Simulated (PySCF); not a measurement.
An unknown is described by computed data only.

Formula: CH6B3F2N3O.

| Item | Value |
| --- | --- |
| Polarisability | 78.9 au [B3LYP/def2-SVPD] |
| Rotational structure | rotational constants A, B, C: 3.482, 0.737, 0.623 GHz [PBE0-D3(BJ)/def2-SVP] |
| UV, strongest line | among the 10 lowest singlet transitions: S9 at 7.94 eV (156 nm, f = 0.194) [TDDFT B3LYP/def2-SVPD] |
| Valence photoelectron | vertical ionisation energy: 10.03 eV [ΔSCF B3LYP/def2-SVPD] |
| Triplet | lowest triplet excitation (Tamm–Dancoff): 6.22 eV [TDA B3LYP/def2-SVPD] |
| 13C NMR | chemical shifts (computed TMS as zero) by class: 118.2 (1 C) ppm [GIAO PBE0/pcSseg-1] |
| UV, first state | lowest singlet excitation: 6.75 eV (184 nm, f = 0.028) [TDDFT B3LYP/def2-SVPD] |

The electronic properties come from PySCF, for the isolated species, density fitting. Levels stand in brackets. The structure is a single PBE0-D3(BJ)/def2-SVP conformer in the gas phase; no vibrational or solvent corrections. NMR classes are plain means over equivalent atoms (diastereotopic ones count apart unless rotation or inversion swaps them), as if these changed places fast.

Problem. Propose a structure and show how it fits.

Solution. Numbering: `[F:1][CH:2]([F:3])[O:4][B:5]1[NH:6][BH:7][NH:8][BH:9][NH:10]1`. The one carbon: CHF2 carbon [C2] (118.2 ppm). The first electron is taken from the HOMO, whose largest Löwdin shares are 0.38 on a boron-bound nitrogen, 0.20 on a boron-bound nitrogen, 0.09 on the boron-bound oxygen and 0.08 on a boron-bound nitrogen. The optimised geometry has point group C1 and is an asymmetric top. Structure: `FC(F)OB1NBNBN1`. The assignments are read from this structure; whether some other isomer fits the data as well wasn't checked.
